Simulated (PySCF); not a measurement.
## Electron correlation in As(2+) (arsenic, charge +2)

[Ar] 3d10 4s2 4p1, 2P determinant. All numbers are calculated (PySCF 2.14, scalar relativity by spin-free X2C-1e, in x2c-SVPall). Frozen: [Ar] 3d10; 3 electrons correlated.

MP2 pair energies summed by pair of shells (mhartree):

```tsv
pair	energy	share (%)
4s-4s	-19.98	58.4
4s-4p	-14.21	41.6
```

Total MP2 correlation energy: -34.19 mhartree.

Same-spin part -2.14 and opposite-spin part -32.05 mhartree; SCS-MP2 scales them by 1/3 and 6/5 to -39.18 mhartree.

```
  level  correlation energy (mhartree)
   CCSD                         -49.63
    (T)                          -0.45
CCSD(T)                         -50.08
```

Diagnostics: T1 = 0.0080, D1 = 0.0192, largest double amplitude 0.097.

Question: Is a single reference adequate?

Answer: Mostly. T1 lies below 0.03, but a double amplitude of this size points to a near-degeneracy that CCSD handles and MP2 describes poorly.
